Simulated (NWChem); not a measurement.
System: BeIBr; SMILES [Br][Be][I]

NWChem input:

```
start job
memory heap 200 mb stack 900 mb global 1100 mb
geometry units angstroms noautoz
  Be     0.375323     0.082177    -0.337475
  Br     1.828474     0.387520    -1.626342
  I     -1.225301    -0.261627     1.092534
end
basis spherical
  * library def2-tzvp
end
ecp
  I library def2-ecp
end
dft
  xc optx lyp
  iterations 150
  mulliken
end
task dft energy
```

Coordinates come from a PBE-D3(BJ)/def2-SVP optimisation. def2 effective core potentials on I; no spin-orbit coupling.

Task: Predict the main results of this run. (OLYP/def2-TZVP with def2 effective core potentials on I.) Quantities: energy (Ha); highest occupied level (eV); orbital gap (eV); dipole (D).

Result: 
```
Property                        Value
---------------------------  --------
energy (Ha)                  -2887.74
highest occupied level (eV)     -6.87
orbital gap (eV)                 5.59
dipole (D)                       0.29
```
